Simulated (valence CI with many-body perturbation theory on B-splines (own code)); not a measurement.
## Questions on Os69+

Method: configuration interaction combined with many-body perturbation theory (CI+MBPT): five valence electrons over a frozen Dirac-Fock core [He], radial functions for each j: 9 s, 9 p, 8 d, 6 f, 3 g, 1 h, with the one-electron correlation potential Σ1, the two-electron term Σ2, the three-electron term Σ3, Breit, model QED; selected CI, second order for the rest, scaled by the run's own slope (own B-spline code, finite nucleus).

The last digits are not significant, and no measured levels were compared; by estimate large intervals hold to a few tenths of a per cent, small ones and those within an open d or f shell to about a per cent. Among the levels kept, up to 4000 cm⁻¹ of a level comes from second order outside the variational space, and about a tenth of that is noise between levels of different J, which matters for small intervals.

Levels are named by their leading jj configuration (3d3/2^4 stands for four electrons in 3d with j = 3/2), which in mixed levels can hold well under half, so a name can repeat and another be missing.

Rates and lifetimes use the calculated energies. Strong lines usually hold to 10 to 20 %, long lifetimes can be off by a factor of two.

What is the ground level?

(2s^2 2p1/2^2 2p3/2) J=3/2, composition 49 % 2s2 2p3 2P° + 27 % 2s2 2p3 2D° + 24 % 2s2 2p3 4S°, g = 1.309.

Where does the other parity begin?

At (2s 2p1/2^2 2p3/2^2) J=5/2, 1934 eV.

Among levels below 11754 eV, which E1 lines absorb most strongly from the ground level?

to (2s^2 2p1/2^2 3d5/2) J=5/2 at 0.1226 nm, f = 0.549; to (2s^2 2p1/2 2p3/2 3d3/2) J=5/2 at 0.1068 nm, f = 0.507; to (2s^2 2p1/2 2p3/2 3d3/2) J=3/2 at 0.1068 nm, f = 0.302.

How well does LS coupling describe the low levels?

Among the lowest 20 levels the leading LS term, summed over configurations, holds 63 % on average. For single configurations the figures are 63 % in LS and 100 % in jj coupling. Terms mix most in the J = 3/2 level at 9884 eV, where the leading one holds 35 %.

What are the static dipole polarisabilities of the lowest levels?

(2s^2 2p1/2^2 2p3/2) J=3/2 5.79e-05 (tensor 1.1e-05) bohr³, of which the core gives 1.92e-07.

Name the longest-lived excited levels whose lifetime is computed, and their main decay.

(2s^2 2p1/2 2p3/2^2) J=5/2 at 1596 eV lives 161 ps, mostly by M1 to (2s^2 2p1/2^2 2p3/2) J=3/2; (2s^2 2p1/2 2p3/2^2) J=1/2 at 1651 eV lives 50.2 ps, mostly by M1 to (2s^2 2p1/2^2 2p3/2) J=3/2; (2s^2 2p1/2 2p3/2^2) J=3/2 at 1572 eV lives 27.8 ps, mostly by M1 to (2s^2 2p1/2^2 2p3/2) J=3/2.

What is the ionisation energy?

17621 eV; NIST lists 17620 ± 50 eV (theoretical).
